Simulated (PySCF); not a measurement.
C3H9NOSi, SMILES CN1C[SiH](O)C1. Geometry: PBE-D3(BJ)/def2-SVP. This is a generated structure with no PubChem entry under its InChIKey; it may be hypothetical. Other conformers were not sampled.

Computed equilibrium geometry at PBE-D3(BJ)/def2-SVP (PySCF confirms it by a frequency run) as bond lengths and angles, and its point group (one conformer of several):
point group Cs.
Atoms: C1 N2 C3 Si4 O5 C6 H7 H8 H9 H10 H11 H12 H13 H14 H15. Bonds (Å): C1–N2 1.445, C1–H7 1.124, C1–H8 1.110, C1–H9 1.110, N2–C3 1.477, N2–C6 1.477, C3–Si4 1.908, C3–H10 1.111, C3–H11 1.125, Si4–O5 1.681, Si4–C6 1.908, Si4–H12 1.498, O5–H13 0.974, C6–H14 1.111, C6–H15 1.125. Angles (°): N2–C1–H7 112.8, N2–C1–H8 110.2, N2–C1–H9 110.2, H7–C1–H8 107.8, H7–C1–H9 107.8, H8–C1–H9 107.9, C1–N2–C3 117.4, C1–N2–C6 117.4, C3–N2–C6 103.6, N2–C3–Si4 86.0, N2–C3–H10 113.9, N2–C3–H11 113.5, Si4–C3–H10 122.2, Si4–C3–H11 112.1, H10–C3–H11 107.9, C3–Si4–O5 117.8, C3–Si4–C6 75.0, C3–Si4–H12 120.7, O5–Si4–C6 117.8, O5–Si4–H12 103.9, C6–Si4–H12 120.7, Si4–O5–H13 113.9, N2–C6–Si4 86.0, N2–C6–H14 113.9, N2–C6–H15 113.5, Si4–C6–H14 122.2, Si4–C6–H15 112.1, H14–C6–H15 107.9.
Charge 0, spin multiplicity 1.
